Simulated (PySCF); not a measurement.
## Shapes and spin states of HAuS

Method: PBE0 in PySCF with Au def2-TZVP with ECP60, S def2-TZVP, H def2-TZVP; scalar-relativistic core potentials, no spin–orbit coupling; density-fitted integrals.

Relaxations began from a few typed shapes and spin states; open shells are unrestricted. The search is not exhaustive: other isomers or separated fragments can lie lower, and high-lying points may rest on an excited occupation.

```json
{"spin": "triplet", "group": "Cs", "bonds": "Au–H 1.607 Å, Au–S 2.219 Å", "angles": "H–Au–S 156.7°", "imaginary modes (cm⁻¹)": "none", "ΔE (kJ/mol)": "0.0", "ΔE with ZPE (kJ/mol)": "0.0"}
{"spin": "triplet", "group": "C∞v", "bonds": "Au–H 1.620 Å, Au–S 2.220 Å", "angles": "H–Au–S 180.0°", "imaginary modes (cm⁻¹)": "321i, 321i", "ΔE (kJ/mol)": "3.1", "ΔE with ZPE (kJ/mol)": "–"}
{"spin": "broken-symmetry Ms = 0 (⟨S²⟩ 0.93)", "group": "Cs", "bonds": "Au–H 1.600 Å, Au–S 2.202 Å", "angles": "H–Au–S 147.8°", "imaginary modes (cm⁻¹)": "none", "ΔE (kJ/mol)": "25.7", "ΔE with ZPE (kJ/mol)": "25.6"}
{"spin": "singlet (closed shell, unstable to spin polarisation)", "group": "Cs", "bonds": "Au–H 1.557 Å, Au–S 2.150 Å", "angles": "H–Au–S 115.8°", "imaginary modes (cm⁻¹)": "none", "ΔE (kJ/mol)": "48.8", "ΔE with ZPE (kJ/mol)": "50.1"}
```

The lowest minimum found is the triplet Cs: Au–H 1.607 Å, Au–S 2.219 Å; H–Au–S 156.7°.

For the lowest minimum: with open d or f shells other occupations or spin states may lie lower. Spin–orbit coupling, left out here, can matter for elements this heavy.

The electron or spin density has lower symmetry than the nuclear frame for the broken-symmetry Ms = 0 (⟨S²⟩ 0.93) Cs at 25.7 kJ/mol.
